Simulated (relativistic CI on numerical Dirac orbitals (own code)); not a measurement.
Calculated at this level of theory: Dirac-Coulomb-Breit CI, separate exchange-only KLI orbitals for each configuration, a model potential for QED, unscaled Slater integrals (own radial code, finite nucleus).

The strongest absorption lines from the ground level of an ion, among the configurations computed and to levels below about 81.1 eV (vacuum wavelength in Å, gf): 192.54 (0.19), 197.25 (0.56), 204.92 (0.09), 211.37 (0.51), 211.88 (0.64), 214.22 (0.16), 870.99 (1.2), 997.34 (0.51).

Problem. Which ion is it?
A. In²⁺
B. Cs⁸⁺
C. Sb⁴⁺
D. I⁶⁺

Solution. D. I⁶⁺ has 47 electrons and the ground level 4d¹⁰5s ²S1/2; the strongest line goes to 4d¹⁰5p ²P°3/2. The pattern of lines fixes the number of electrons, and along that sequence the line energies rise steadily with the charge (about as its square where n changes within one kind of shell, about linearly where n is kept but much faster in heavy ions where fine structure, which grows about as Z⁴, sets the gap, and irregularly where shells cross), which fixes Z. Configurations outside the model, such as inner-shell arrays, can give stronger lines. At this charge configurations can still be misplaced by up to about 7 % of their energy. Levels and lines within the n = 5 or 6 shells can be off by up to 10 % or somewhat more, and those that change n by about 2 %, since core polarisation is missing. 4 of the 4 excited levels that our extract of the measured tables holds in this range could be paired (the sources list more); they are missed by 5581 cm⁻¹ on average and 6298 at most, and levels without a partner can miss by more.

LS names give the leading component of a level, which can be under half, so a name can repeat, a term be missing and a line seem to break the LS rules.
